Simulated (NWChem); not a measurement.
Program: NWChem. System: H6OSi2, charge 0, spin multiplicity 1, displaced from the optimised geometry. Level: MP2/cc-pVDZ, 11 core orbitals frozen, spin-restricted.

Output (cleaned and shortened):

```
             Northwest Computational Chemistry Package (NWChem) 7.3.0
             --------------------------------------------------------

                                NWChem Input Module
                                -------------------

 Scaling coordinates for geometry "geometry" by  1.889725989
 (inverse scale =  0.529177249)

                             Geometry "geometry" -> ""
                             -------------------------

 Output coordinates in angstroms (scale by  1.889725989 to convert to a.u.)

  No.       Tag          Charge          X              Y              Z
 ---- ---------------- ---------- -------------- -------------- --------------
    1 Si                  14.0000     0.38354100    -1.55262000     0.00479700
    2 O                    8.0000    -0.35829800    -0.07352000    -0.01833300
    3 Si                  14.0000    -0.25871000     1.57823600     0.00206300
    4 H                    1.0000     0.61725600    -1.98964400     1.41374700
    5 H                    1.0000    -0.49816600    -2.54147400    -0.67783500
    6 H                    1.0000     1.69786800    -1.48514400    -0.70534300
    7 H                    1.0000     0.99827400     2.03097700    -0.66983000
    8 H                    1.0000    -0.26236100     2.44921900     2.46626700
    9 H                    1.0000    -1.43570000     2.13887100    -0.72030000

 Effective nuclear repulsion energy (a.u.)     154.3137065160

            Nuclear Dipole moment (a.u.)
            ----------------------------
        X                 Y               Z
 ---------------- ---------------- ----------------
    -0.0029838773     0.7053761300     1.9957056015


 Summary of "ao basis" -> "" (spherical)
 ------------------------------------------------------------------------------
       Tag                 Description            Shells   Functions and Types
 ---------------- ------------------------------  ------  ---------------------
 *                          cc-pvdz                   on all atoms

 Summary of "ao basis" -> "ao basis" (spherical)
 ------------------------------------------------------------------------------
       Tag                 Description            Shells   Functions and Types
 ---------------- ------------------------------  ------  ---------------------
 Si                         cc-pvdz                  8       18   4s3p1d
 O                          cc-pvdz                  6       14   3s2p1d
[...]
    2 O    8     8.75   2.00  0.80  0.96  2.89  2.11  0.00
    3 Si  14    13.26   2.00  2.01  0.71  0.42  6.00  1.17  0.64  0.31
    4 H    1     1.12   0.73  0.38  0.01
    5 H    1     1.12   0.73  0.38  0.01
    6 H    1     1.13   0.73  0.39  0.01
    7 H    1     1.09   0.72  0.36  0.01
    8 H    1     1.23   0.48  0.75  0.00
    9 H    1     1.08   0.72  0.35  0.01

       Multipole analysis of the density wrt the origin
       ------------------------------------------------

     L   x y z        total         open         nuclear
     -   - - -        -----         ----         -------
     0   0 0 0     -0.000000      0.000000     42.000000

     1   1 0 0      0.202330      0.000000     -0.002984
     1   0 1 0     -0.393918      0.000000      0.705376
     1   0 0 1     -0.936577      0.000000      1.995706

     2   2 0 0    -27.664052      0.000000     38.074875
     2   1 1 0     -0.266234      0.000000    -64.321849
     2   1 0 1      0.523337      0.000000     -0.707133
     2   0 2 0    -28.221436      0.000000    342.769988
     2   0 1 1     -4.387846      0.000000     10.887701
     2   0 0 2    -31.299862      0.000000     35.741702

                   NWChem MP2 Semi-direct Energy/Gradient Module
                   ---------------------------------------------

  Basis functions       =     80
  Molecular orbitals    =     80
  Frozen core           =     11
  Frozen virtuals       =      0
  Active alpha occupied =     10
  Active beta occupied  =     10
  Active alpha virtual  =     59
  Active beta virtual   =     59
  Use MO symmetry       = F
  Use skeleton AO sym   = F

  AO/Fock/Back tols     =   1.0D-09  1.0D-09  1.0D-09

 GA uses MA = F    GA memory limited = T

 Available:
  local mem=  1.26D+08
 global mem=  1.44D+08
 local disk=  0.00D+00
  mp2_memr nvloc                    59
  nvloc new                    59
   1 passes of  10:        3145728                      28101                   6325911.
   1 passes of  10: M    126145680           G      144166400           F     122999952.

 Semi-direct pass number   1 of   1  for RHF alpha+beta  at        2.1s
  vrange nnbf                  3148
  mp2_eaftype                    24  avail_ma_in_mb                  1099
 EAF : mp2_eaftype filesize          24    3162955.
  mp2_eaf for mointskh                     24
Node 0 wrote     14.9 Mb in      0.0 s     Agg I/O rate:  2369.4 Mb/s
 Done moints_semi at        5.7s
  mp2_eaftype                    24  avail_ma_in_mb                  1075
 EAF : mp2_eaftype filesize          24    3162955.
  mp2_eaf for kh                    24
 Done maket at        5.8s
 Done multipass loop at        5.8s

          -------------------------------------------
          SCF energy                -656.155249544970
          Correlation energy          -0.399210300496
          Singlet pairs               -0.281793649064
          Triplet pairs               -0.117416651432
          Total MP2 energy          -656.554459845466
          -------------------------------------------

          ---------------------------------------------------
                    Spin Component Scaled (SCS) MP2
          Same spin pairs                     -0.078277767621
          Same spin scaling factor             0.333333333333
          Opposite spin pairs                 -0.320932532874
          Opposite spin scaling fact.          1.200000000000
          SCS-MP2 correlation energy          -0.411211628656
          Total SCS-MP2 energy              -656.566461173627
          ---------------------------------------------------

 -----------------------
 Performance information
 -----------------------

 Timer overhead =  9.63D-08 seconds/call

               Nr. of calls         CPU time (s)                 Wall time (s)                GFlops
             ---------------    -------------------     ------------------------------   -------------------
Name         Min   Avg   Max    Min     Avg     Max     Min     Avg     Max   Mx/calls   Min     Max     Sum
mp2: moin     1     1     1    3.7     3.7     3.7      3.7     3.7     3.7     3.7      0.0     0.0     0.0
mp2: make     1     1     1   4.82E-2 4.82E-2 4.82E-2  4.82E-2 4.82E-2 4.82E-2 4.82E-2   0.0     0.0     0.0
mp2: tota     1     1     1    3.7     3.7     3.7      3.7     3.7     3.7     3.7      0.0     0.0     0.0

 The average no. of pstat calls per process was 3.00D+00
 with a timing overhead of 2.89D-07s

 Task  times  cpu:        5.8s     wall:        5.8s

 Total times  cpu:        5.8s     wall:        5.8s
```

Problem. Write an NWChem input that would produce this output.

Solution. This is not unique; one that fits is 
```
start mol
memory heap 200 mb stack 900 mb global 1100 mb
geometry units angstroms nocenter noautoz noautosym
  Si     0.383541    -1.552620     0.004797
  O     -0.358298    -0.073520    -0.018333
  Si    -0.258710     1.578236     0.002063
  H      0.617256    -1.989644     1.413747
  H     -0.498166    -2.541474    -0.677835
  H      1.697868    -1.485144    -0.705343
  H      0.998274     2.030977    -0.669830
  H     -0.262361     2.449219     2.466267
  H     -1.435700     2.138871    -0.720300
end
basis spherical
  * library cc-pvdz
end
scf
  rhf
  nopen 0
  maxiter 100
  thresh 1e-7
  semidirect memsize 60000000 filesize 0
end
mp2
  freeze core 11
end
task mp2 energy
```
